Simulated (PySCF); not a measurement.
```
wavenumber (cm⁻¹)  absorption (km/mol per cm⁻¹)
                0                         0.005
               21                         0.006
               41                         0.008
               62                         0.012
               83                         0.022
              104                         0.054
              124                         0.164
              145                         0.093
              166                         0.035
              187                         0.021
              207                         0.020
              228                         0.029
              249                         0.069
              269                         0.061
              290                         0.039
              311                         0.052
              332                         0.123
              352                         0.385
              373                         0.183
              394                         0.062
              415                         0.032
              435                         0.020
              456                         0.015
              477                         0.013
              498                         0.012
              518                         0.011
              539                         0.011
              560                         0.011
              580                         0.011
              601                         0.012
              622                         0.013
              643                         0.014
              663                         0.015
              684                         0.017
              705                         0.019
              726                         0.021
              746                         0.025
              767                         0.029
              788                         0.034
              808                         0.042
              829                         0.052
              850                         0.066
              871                         0.088
              891                         0.122
              912                         0.182
              933                         0.300
              954                         0.582
              974                         1.511
              995                         5.088
             1016                         2.942
             1037                         1.328
             1057                         1.606
             1078                         0.629
             1099                         0.280
             1119                         0.163
             1140                         0.108
             1161                         0.078
             1182                         0.059
             1202                         0.046
             1223                         0.038
```

This is the computed harmonic infrared spectrum of doublet RuO2Br, Lorentzian lines of 31 cm⁻¹ full width. Method: UPBE0 in PySCF with Ru def2-TZVP with ECP28, O def2-TZVP, Br def2-TZVP; scalar-relativistic core potentials, no spin–orbit coupling; density-fitted integrals.

Q: Which bands make it up, and how are they assigned?

A: In C2v symmetry, counting bands above 1 % of the strongest: 127 cm⁻¹ (b1, bend, 7.6 km/mol); 257 cm⁻¹ (a1, mixed, 3.5 km/mol); 356 cm⁻¹ (a1, bend, 19 km/mol); 1000 cm⁻¹ (b2, stretch, 272 km/mol); 1056 cm⁻¹ (a1, stretch, 60 km/mol).

Other isomers or separated fragments may lie lower. Other spin states or occupations of the open shell can lie lower.
